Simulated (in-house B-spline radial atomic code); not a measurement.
## BSE on G0W0@HF excitations of the technetium ion Tc⁷⁺

Method: BSE on G0W0@HF. Computed with a B-spline radial code for spherical atoms: linear response of the closed shell [Ar] 3d10 4s2 4p6 with a statically screened interaction on G0W0 levels; scalar-relativistic (spin-free one-electron X2C), finite nucleus, no spin-orbit coupling, no double excitations, S, P, D and F terms only; shells from n = 2 respond. Only terms of natural parity with L up to 3 were computed.

Command:
```bash
python run_td.py task.json out
```
Settings (radii: box in bohr, nucleus in fm):
```
Z                        43
electrons                36
configuration            [Ar] 3d10 4s2 4p6
hamiltonian              x2c
method                   bse
box_radius               12.81
rms_radius               4.41117
intervals                70
```

Time taken, with all properties: 1.4 s on 1 thread of Intel(R) Xeon(R) 6975P-C (Granite Rapids), on a shared host.

The lowest states, in the order of their Tamm-Dancoff energies; the method's threshold (minus the highest G0W0 level) is 152.71 eV. Labels give the largest channel, * marks a mixed state, and oscillator strengths are full-response dipole values. Energies in eV:

```csv
state,full response,Tamm-Dancoff,oscillator strength
4p → 4d 3P,42.52,42.60,-
4p → 4d 3F,43.48,43.67,-
4p → 4d 1F,46.84,46.87,-
4p → 4d 1P,56.96,59.09,5.48
4p → 5s 3P,70.99,71.00,-
4p → 5s 1P,71.94,71.97,0.591
4s → 4d 3D,75.11,75.16,-
4s → 4d 1D,?,?,-
4p → 5p 3S,79.87,79.90,-
4p → 5p 3D,?,?,-
```

Question: Where does 4s → 4d 1D lie?

Answer: At 79.48 eV in full response, 79.60 eV in Tamm-Dancoff.

Question: Where does 4p → 5p 3D lie?

Answer: At 81.33 eV in full response, 81.35 eV in Tamm-Dancoff.

Question: How large is the singlet-triplet splitting of 4p → 4d (F terms) in Tamm-Dancoff?

Answer: 3.2 eV, from the unrounded values.

Question: What polarisabilities and dispersion coefficient does the method give?

Answer: Dipole 1.421 bohr³, quadrupole 1.732 bohr⁵, C6 3.502 hartree·bohr⁶ for two such species.
